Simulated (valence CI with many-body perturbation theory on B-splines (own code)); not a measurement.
Values are calculated unless marked as measured or tabulated.
Yb62+: magnetic and hyperfine properties of the levels

Method: relativistic CI+MBPT: six valence electrons over a frozen Dirac-Fock core [He], a basis of 9 s, 9 p, 8 d, 6 f, 3 g, 1 h functions for each j, with the one-electron correlation potential Σ1, the two-electron term Σ2, the three-electron term Σ3, Breit, model QED; selected CI, second order for the rest, scaled by the run's own slope (own B-spline code, finite nucleus).

No measured spectrum was set against this ion. As an estimate, large intervals hold to a few tenths of a per cent, small ones and those within an open d or f shell to about a per cent. Among the levels kept, up to 2100 cm⁻¹ of a level comes from second order outside the variational space, and about a tenth of that is noise between levels of different J, which matters for small intervals.

A/g_I is the dipole constant over the nuclear g factor μ/I (μ in nuclear magnetons, uniformly magnetised nucleus), B/Q the quadrupole constant per barn. Both hold the static response of the core; the bare values leave it out. Large factors of s and p1/2 electrons are usually good to 5 to 10 %; those of open d and f shells near neutrality can be off by tens of per cent, and small factors of p3/2, d and f electrons come from cancelling terms and can be off by a factor of two or in sign, in half-filled shells by more. B is blank for J = 1/2, where it vanishes, and for nearly pure S terms. Energies count from the lowest level. Levels with J = 0 are left out.

Levels are named by their leading jj configuration (3d3/2^4 stands for four electrons in 3d with j = 3/2), which in mixed levels can hold well under half, so a name can repeat and another be missing. Letters in brackets count levels of one name in rising energy.

```
                             Level  E (eV)      g  A/g_I (MHz)  A/g_I bare  B/Q (MHz/b)  B/Q bare
        (2s^2 2p1/2^2 2p3/2^2) J=2     0.0  1.310       678000      693000        78000     78100
          (2s^2 2p1/2 2p3/2^3) J=1  1083.1  1.473      -578000     -553000      -670000   -671000
          (2s^2 2p1/2 2p3/2^3) J=2  1101.7  1.124      1950000     1960000     -1420000  -1420000
          (2s 2p1/2^2 2p3/2^3) J=2  1457.4  1.467      4890000     4860000     -1340000  -1340000
          (2s 2p1/2^2 2p3/2^3) J=1  1535.0  1.162     -3530000    -3460000      -542000   -543000
            (2s 2p1/2 2p3/2^4) J=1  2588.4  1.267     1.16e+07    1.15e+07      -122000   -122000
       (2s^2 2p1/2^2 2p3/2 3s) J=2  7712.0  1.488      1750000     1750000      1310000   1320000
       (2s^2 2p1/2^2 2p3/2 3s) J=1  7720.5  1.148      -392000     -361000       668000    670000
    (2s^2 2p1/2^2 2p3/2 3p1/2) J=1  7823.7  1.475       434000      456000       653000    654000
    (2s^2 2p1/2^2 2p3/2 3p1/2) J=2  7825.3  1.158       924000      935000      1290000   1300000
    (2s^2 2p1/2^2 2p3/2 3p3/2) J=3  8133.2  1.321       436000      447000      1700000   1700000
    (2s^2 2p1/2^2 2p3/2 3p3/2) J=1  8133.6  1.336       433000      444000      -672000   -673000
    (2s^2 2p1/2^2 2p3/2 3p3/2) J=2  8160.4  1.313       440000      450000        35200     35200
    (2s^2 2p1/2^2 2p3/2 3d3/2) J=2  8246.4  1.030       395000      403000        -3570     -3550
    (2s^2 2p1/2^2 2p3/2 3d3/2) J=3  8254.1  1.075       392000      400000      1340000   1340000
    (2s^2 2p1/2^2 2p3/2 3d3/2) J=1  8257.5  1.080       391000      399000      -548000   -549000
    (2s^2 2p1/2^2 2p3/2 3d5/2) J=4  8326.9  1.238       279000      285000      1370000   1370000
    (2s^2 2p1/2^2 2p3/2 3d5/2) J=2  8337.9  1.225        92800       94400      -912000   -914000
    (2s^2 2p1/2^2 2p3/2 3d5/2) J=3  8353.0  1.202       232000      237000      -230000   -230000
    (2s^2 2p1/2^2 2p3/2 3d5/2) J=1  8364.6  1.067      -438000     -450000       149000    149000
   (2s^2 2p1/2 2p3/2^2 3s) J=2 [a]  8778.5  1.579       916000      924000       107000    107000
   (2s^2 2p1/2 2p3/2^2 3s) J=1 [a]  8789.8  1.300     -1650000    -1610000        29200     29200
       (2s^2 2p1/2 2p3/2^2 3s) J=3  8802.8  1.302      2260000     2260000        -4500     -4510
   (2s^2 2p1/2 2p3/2^2 3s) J=2 [b]  8810.8  1.024      1260000     1270000       -27100    -27100
   (2s^2 2p1/2 2p3/2^2 3s) J=1 [b]  8854.6  1.303      5390000     5350000       -14100    -14100
(2s^2 2p1/2 2p3/2^2 3p1/2) J=1 [a]  8887.6  1.637      -825000     -794000        42200     42200
(2s^2 2p1/2 2p3/2^2 3p1/2) J=2 [a]  8895.7  1.199       864000      876000        13800     13800
    (2s^2 2p1/2 2p3/2^2 3p1/2) J=3  8912.5  1.083      1710000     1710000       -17500    -17500
(2s^2 2p1/2 2p3/2^2 3p1/2) J=2 [b]  8948.4  1.301      1030000     1050000        60000     60000
(2s^2 2p1/2 2p3/2^2 3p1/2) J=1 [b]  8959.2  0.637      3730000     3720000        -3370     -3370
       (2s 2p1/2^2 2p3/2^2 3s) J=3  9096.2  1.531      4080000     4060000       214000    214000
   (2s 2p1/2^2 2p3/2^2 3s) J=2 [a]  9124.7  1.377      4140000     4120000        92400     92500
```

**Question.** Take the isotope of mass number 171, with I = 1/2, μ = 0.4923 μN. What is the hyperfine structure of (2s 2p1/2^2 2p3/2^3) J=2?

**Answer.** From the table A = 4820000 MHz. Shifts from the centre of gravity in MHz: F = 3/2: -7230000, F = 5/2: 4820000.
